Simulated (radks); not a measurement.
The numbers below are computed, except where a source is named.
These are the eigenvalues of the occupied orbitals of an atom or ion with whole-number occupations (Ry). Level of theory: Dirac Kohn-Sham, PBEsol, spin-unpolarised, spherical densities, finite nucleus; Fermi nuclear charge, rms radius of each element as measured or else 0.836 A^(1/3) + 0.57 fm (a radial shooting solver on a logarithmic mesh with Libxc functionals).

| orbital | eigenvalue |
|---|---|
| 1s1/2 | -93.16919 |
| 2s1/2 | -6.65087 |
| 2p1/2 | -4.23404 |
| 2p3/2 | -4.21279 |
| 3p1/2 | -0.56988 |
| 3p3/2 | -0.56891 |

Which element is it, and in what charge state? The configuration may be excited. Open shells, if any, are shared by 2j + 1.

Answer. Z = 12, magnesium, charge +1: Mg+ in [Ne] 3p1. The list shows which subshells hold electrons but not how many an open one holds; the 1s level, -46.585 hartree, gives Z - s = 9.7 by -(Z - s)^2/2, which with screening and relativity narrows Z to a few neighbours, and the depths of the outer levels then fix element, charge and occupations together.
